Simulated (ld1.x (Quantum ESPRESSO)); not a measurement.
## PBEsol TM semilocal dataset for rhenium (Re), scalar-relativistic all-electron reference.

- Element: Re
- Generator: ld1.x (Quantum ESPRESSO) 7.5
- Type: norm-conserving Troullier–Martins (semilocal form)
- Functional: PBEsol
- Relativity: scalar-relativistic
- Frozen core: [Kr] 4d10 4f14 5s2
- Valence charge: 13
- Reference configuration: 5p6 5d5 6s2 6p0
- Partial waves: 6s (bound): rc 2.70 bohr; 5d (bound): rc 2.25 bohr; 5p (bound): rc 1.40 bohr
- Local potential: the p channel
- Core correction: none

All-electron outer shells of the reference configuration (PBEsol, scalar-relativistic, ld1.x):

```json
{"shell": "5s", "level (eV)": "-85.29", "outermost node (bohr)": "0.52", "outermost maximum (bohr)": "0.93"}
{"shell": "5p", "level (eV)": "-47.03", "outermost node (bohr)": "0.56", "outermost maximum (bohr)": "1.06"}
{"shell": "4f", "level (eV)": "-42.34", "outermost node (bohr)": "–", "outermost maximum (bohr)": "0.41"}
{"shell": "6s", "level (eV)": "-5.98", "outermost node (bohr)": "1.24", "outermost maximum (bohr)": "2.57"}
{"shell": "5d", "level (eV)": "-5.40", "outermost node (bohr)": "0.62", "outermost maximum (bohr)": "1.43"}
{"shell": "6p", "level (eV)": "-1.29", "outermost node (bohr)": "1.48", "outermost maximum (bohr)": "3.61"}
```

Q: Does the generator finish with these settings?

A: Yes, a potential is produced.

Q: Estimate the cutoffs (Ry, on a coarse ladder) from which the occupation-weighted sum of valence levels, in a spherical-Bessel basis at the reference potential, stays within 10 and 1 mRy of its value at 400 Ry.

A: 90 Ry and 120 Ry.

Q: Which valence shell sets the plane-wave cutoff?

A: 5p: its level needs 100 Ry to come within 1 mRy, against 35 Ry for 5d.

Q: Tests: 5p6 5d5 6s1 6p0; 5p6 5d5 6s0 6p0; 5p6 5d4 6s0 6p0; 5p6 5d5.5 6s1.5 6p0; 5p6 5d5 6s0 6p1; 5p6 5d4 6s2 6p0; 5p6 5d4 6s2 6p1. Which has the largest error in its energy relative to the reference configuration, and how large is it?

A: 5p6 5d4 6s2 6p1, with +47 meV (all-electron minus pseudo) on +5.10 eV.
